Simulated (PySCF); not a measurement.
## Basis-set dependence of population analyses: `CO[SiH2]N(C)C`

C3H11NOSi.
Cartesian coordinates in Å at the PBE0-D3(BJ)/def2-SVP level; atoms count from 1:
```xyz
17
C3H11NOSi angstrom
C      3.3803   -0.1612   -0.0710
O      2.0273   -0.1172    0.2746
Si     0.7964    0.1268   -0.8286
N     -0.7338    0.2466   -0.0620
C     -1.5061   -0.9179    0.2911
C     -1.1680    1.4655    0.5735
H      3.6164   -1.0153   -0.7341
H      3.7137    0.7627   -0.5820
H      3.9821   -0.2728    0.8445
H      1.0721    1.4078   -1.5510
H      0.7524   -1.0335   -1.7705
H     -1.4438   -1.1583    1.3709
H     -1.1562   -1.7993   -0.2669
H     -2.5752   -0.7725    0.0468
H     -2.2228    1.6883    0.3253
H     -0.5609    2.3181    0.2337
H     -1.0905    1.4194    1.6777
```

PBE0 throughout (PySCF), one geometry, spherical d and f functions. Isolated species at its PBE0-D3(BJ)/def2-SVP geometry (one conformer only). Atoms taken as equivalent share a column and are averaged. The first 7 of 8 kinds of atom are listed.

Mulliken charges (e):

| basis | functions | C1 | O2 | Si3 | N4 | C5/C6 | H7/H8/H9 | H10/H11 |
| --- | --- | --- | --- | --- | --- | --- | --- | --- |
| STO-3G | 45 | -0.133 | -0.379 | +0.846 | -0.422 | -0.149 | +0.070 | -0.136 |
| 6-31G | 80 | -0.206 | -0.714 | +1.079 | -0.777 | -0.284 | +0.163 | -0.156 |
| 6-31G* | 110 | -0.255 | -0.565 | +0.752 | -0.511 | -0.365 | +0.166 | -0.117 |
| def2-SVP | 143 | +0.131 | -0.507 | +0.666 | -0.552 | +0.079 | +0.036 | -0.118 |
| pcSseg-1 | 164 | -0.020 | -0.639 | +0.902 | -0.787 | -0.072 | +0.103 | -0.145 |
| 6-311+G(2d,p) | 236 | -0.260 | -0.581 | +1.019 | -0.349 | -0.463 | +0.145 | -0.084 |
| def2-TZVP | 258 | -0.219 | -0.345 | +0.378 | -0.187 | -0.304 | +0.119 | -0.057 |

IAO charges (e):

| basis | functions | C1 | O2 | Si3 | N4 | C5/C6 | H7/H8/H9 | H10/H11 |
| --- | --- | --- | --- | --- | --- | --- | --- | --- |
| STO-3G | 45 | -0.261 | -0.465 | +0.941 | -0.423 | -0.312 | +0.117 | -0.133 |
| 6-31G | 80 | -0.232 | -0.611 | +0.920 | -0.450 | -0.317 | +0.139 | -0.123 |
| 6-31G* | 110 | -0.192 | -0.644 | +1.052 | -0.489 | -0.292 | +0.129 | -0.161 |
| def2-SVP | 143 | -0.182 | -0.636 | +1.059 | -0.484 | -0.281 | +0.125 | -0.166 |
| pcSseg-1 | 164 | -0.191 | -0.649 | +1.066 | -0.496 | -0.289 | +0.129 | -0.165 |
| 6-311+G(2d,p) | 236 | -0.202 | -0.661 | +1.083 | -0.500 | -0.302 | +0.134 | -0.166 |
| def2-TZVP | 258 | -0.199 | -0.662 | +1.097 | -0.503 | -0.301 | +0.133 | -0.170 |

Hirshfeld charges (e):

| basis | functions | C1 | O2 | Si3 | N4 | C5/C6 | H7/H8/H9 | H10/H11 |
| --- | --- | --- | --- | --- | --- | --- | --- | --- |
| STO-3G | 45 | +0.034 | -0.251 | +0.520 | -0.234 | +0.017 | +0.007 | -0.094 |
| 6-31G | 80 | -0.018 | -0.280 | +0.400 | -0.182 | -0.046 | +0.038 | -0.083 |
| 6-31G* | 110 | -0.018 | -0.248 | +0.365 | -0.172 | -0.046 | +0.038 | -0.086 |
| def2-SVP | 143 | -0.035 | -0.232 | +0.393 | -0.154 | -0.062 | +0.037 | -0.092 |
| pcSseg-1 | 164 | -0.037 | -0.244 | +0.402 | -0.169 | -0.064 | +0.039 | -0.089 |
| 6-311+G(2d,p) | 236 | -0.039 | -0.250 | +0.411 | -0.186 | -0.065 | +0.040 | -0.085 |
| def2-TZVP | 258 | -0.042 | -0.242 | +0.401 | -0.177 | -0.068 | +0.040 | -0.086 |

ESP-fitted charges (e):

```tsv
basis	functions	C1	O2	Si3	N4	C5/C6	H7/H8/H9	H10/H11
STO-3G	45	-0.355	-0.187	+0.536	-0.102	-0.447	+0.117	-0.096
6-31G	80	-0.169	-0.413	+0.605	-0.285	-0.345	+0.107	-0.103
6-31G*	110	-0.242	-0.260	+0.385	-0.126	-0.387	+0.113	-0.079
def2-SVP	143	-0.162	-0.282	+0.419	-0.142	-0.315	+0.092	-0.094
pcSseg-1	164	-0.179	-0.313	+0.484	-0.178	-0.340	+0.100	-0.105
6-311+G(2d,p)	236	-0.309	-0.208	+0.299	-0.026	-0.465	+0.127	-0.064
def2-TZVP	258	-0.286	-0.207	+0.313	-0.025	-0.444	+0.119	-0.073
```

Some averages cover members that differ in this geometry, most widely: C5/C6, ESP-fitted in 6-311+G(2d,p) -0.497 to -0.433; C5/C6, ESP-fitted in 6-31G -0.376 to -0.315; C5/C6, ESP-fitted in def2-TZVP -0.474 to -0.415; C5/C6, ESP-fitted in pcSseg-1 -0.368 to -0.311 e.

**Question.** Which scheme is steadiest as the basis changes?

**Answer.** Largest range over the bases for any column: Hirshfeld 0.16 e, IAO 0.20 e, ESP-fitted 0.31 e, Mulliken 0.70 e. Hirshfeld charges move least and Mulliken charges most, counted in e. Without the minimal STO-3G basis the ranges are Hirshfeld 0.05, IAO 0.18, ESP-fitted 0.31, Mulliken 0.70 e.

**Question.** How much do the charges still move between the two largest bases, 6-311+G(2d,p) and def2-TZVP?

**Answer.** At most, over all atoms: Mulliken 0.641 e, IAO 0.014 e, Hirshfeld 0.010 e, ESP-fitted 0.024 e.

**Question.** What do the same runs give for the total energy, the frontier levels and the dipole moment?

**Answer.** 
| basis | energy (Eh) | HOMO (eV) | LUMO (eV) | μ (D) |
| --- | --- | --- | --- | --- |
| STO-3G | -533.5000 | -3.42 | 7.13 | 0.52 |
| 6-31G | -539.8745 | -6.24 | 1.54 | 0.55 |
| 6-31G* | -540.0000 | -6.36 | 1.67 | 0.12 |
| def2-SVP | -539.7503 | -6.45 | 1.52 | 0.11 |
| pcSseg-1 | -539.9866 | -6.52 | 1.28 | 0.11 |
| 6-311+G(2d,p) | -540.1125 | -6.56 | 0.27 | 0.14 |
| def2-TZVP | -540.1388 | -6.56 | 0.95 | 0.13 |

The dipole is fixed by the density alone, so its range of 0.44 D shows that the density itself changes with the basis, not only its division among atoms.
